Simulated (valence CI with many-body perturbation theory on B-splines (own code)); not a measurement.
Tb²⁶⁺ in three bases

Calculated by configuration interaction combined with many-body perturbation theory (CI+MBPT): three valence electrons over a frozen Dirac-Fock core [Kr], a basis of 7 s, 7 p, 8 d, 6 f, 4 g, 1 h functions for each j, with the one-electron correlation potential Σ1 (screened to all orders), the two-electron term Σ2, the three-electron term Σ3, Breit, model QED; selected single and double excitations, second order for the rest, scaled by the run's own slope (own B-spline code, finite nucleus).

The last digits are not significant, and no measured levels were compared; by estimate large intervals hold to a few tenths of a per cent, small ones and those within an open d or f shell to about a per cent. Only levels of the ground parity were solved; by the run's estimate the other parity begins above the list, which can be wrong where configurations are misplaced.

The reference run has the lowest level (4d3/2^3) J=3/2 and an ionisation energy of 910.196 eV. Its largest variational space holds 5223 state functions.

Levels are named by their leading jj configuration (3d3/2^4 stands for four electrons in 3d with j = 3/2), which in mixed levels can hold well under half, so a name can repeat and another be missing. Letters in brackets count levels of one name in rising energy.

Changed runs:
A. basis 6 s, 6 p, 5 d, 5 f, 1 g
B. basis 5 s, 5 p, 4 d, 4 f

Excitation energies of the reference run in cm⁻¹, and shifts in cm⁻¹:

| Level | Reference | A | B |
| --- | --- | --- | --- |
| (4d3/2^2 4d5/2) J=5/2 [a] | 50474 | -113 | -330 |
| (4d3/2^2 4d5/2) J=3/2 | 68851 | -21 | +215 |
| (4d3/2^2 4d5/2) J=7/2 | 72240 | -27 | +30 |
| (4d3/2^2 4d5/2) J=9/2 | 77596 | +46 | +345 |
| (4d3/2^2 4d5/2) J=1/2 | 79815 | -20 | +309 |
| (4d3/2^2 4d5/2) J=5/2 [b] | 120935 | -3.5 | +336 |
| (4d3/2 4d5/2^2) J=7/2 [a] | 126577 | -5.5 | +95 |
| (4d3/2 4d5/2^2) J=9/2 | 134340 | -52 | +65 |
| (4d3/2 4d5/2^2) J=3/2 [a] | 146644 | +27 | +239 |
| (4d3/2 4d5/2^2) J=1/2 | 153149 | +61 | +610 |
| (4d3/2 4d5/2^2) J=11/2 | 159229 | +70 | +666 |
| (4d3/2 4d5/2^2) J=5/2 [a] | 165255 | +117 | +766 |
| Ionisation energy (eV) | 910.196 | -0.036 | -0.089 |
